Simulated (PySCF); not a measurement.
## Orbital picture of GeN⁺

UHF at R = 1.909 Å; PySCF, no relativity, basis sets Ge def2-TZVPPD, N def2-TZVPPD. State: ³Σ⁻ (triplet), unpaired electrons π ↑↑. Only the outer orbitals are listed, counted within each symmetry.

```tsv
spin	orbital	occ.	ε (eV)	on Ge (%)	main shells (%)
α	8σ	1	-37.64	10	87 N s
α	9σ	1	-23.81	63	63 Ge s, 27 N p, 8 N s
α	4π	1	-21.14	6	93 N p
α	4π	1	-21.14	6	93 N p
α	10σ	1	-18.27	53	46 N p, 27 Ge s, 24 Ge p
α	5π	0	-6.57	98	98 Ge p
α	5π	0	-6.57	98	98 Ge p
α	11σ	0	-3.05	71	49 Ge p, 24 N s, 19 Ge d
β	8σ	1	-30.73	26	71 N s, 17 Ge s
β	9σ	1	-22.56	69	68 Ge s, 18 N s, 12 N p
β	10σ	1	-17.03	46	50 N p, 34 Ge p, 11 Ge s
β	4π	0	-7.33	92	91 Ge p, 9 N p
β	4π	0	-7.33	92	91 Ge p, 9 N p
β	5π	0	-2.71	45	55 N p, 36 Ge d, 8 Ge p
```

Q: Which are the highest filled and the lowest empty level, where do they sit, and how wide is the gap?

A: Highest filled β 10σ at -17.03 eV (in %: 50 N p, 34 Ge p, 11 Ge s); lowest empty β 4π at -7.33 eV (in %: 91 Ge p, 9 N p); the gap at UHF is 9.70 eV.

| Property | Result |
| --- | --- |
| bond order (Mayer) | 0.98 |
| ⟨S²⟩ | 2.023 |
| charge on Ge (Mulliken, basis-dependent) | 1.22 |
| charge on Ge (Löwdin, basis-dependent) | 1.21 |
| dipole moment (positive dipole points towards N; it is taken about the centre of mass and depends on that origin) | -1.94 D |
| polarisability along the bond | 33.4 bohr³ |
| polarisability across the bond | 28.3 bohr³ |

Spin–orbit coupling is left out. The state is the lowest determinant that a PBE0 search found; another state may lie lower at other levels.
